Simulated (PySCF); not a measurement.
CH6GeS. Atoms are numbered in the order given.

```xyz
9

Ge     0.1023     0.9918     0.0000
S     -0.7583    -1.0634     0.0000
C      0.7909    -2.0482     0.0000
H     -1.0949     1.9519     0.0000
H      0.9726     1.2085    -1.2537
H      0.9726     1.2085     1.2537
H      1.3895    -1.8504     0.9009
H      0.4836    -3.1029     0.0000
H      1.3895    -1.8504    -0.9009
```
Charge 0, spin multiplicity 1.

The structure is a stationary point at TPSSh-D3(BJ)/def2-SVP.

Level of theory: PySCF with PBE/pcSseg-1.

GIAO shieldings, no solvent; atoms alike by connectivity are averaged. δ = σ(ref) − σ: ⁷³Ge against GeH4 (σ = 1614.4 ppm); ³³S against H2S (σ = 706.5 ppm); ¹³C against TMS (σ = 182.0 ppm); ¹H against TMS (σ = 31.49 ppm), references at their B3LYP-D3(BJ)/def2-TZVP geometries, non-relativistic.

```
nucleus       atoms  count  δ (ppm)
-------  ----------  -----  -------
⁷³Ge            Ge1      1    195.7
³³S              S2      1     45.5
¹³C              C3      1     20.7
¹H       H4, H5, H6      3     4.99
¹H       H7, H8, H9      3     2.32
```
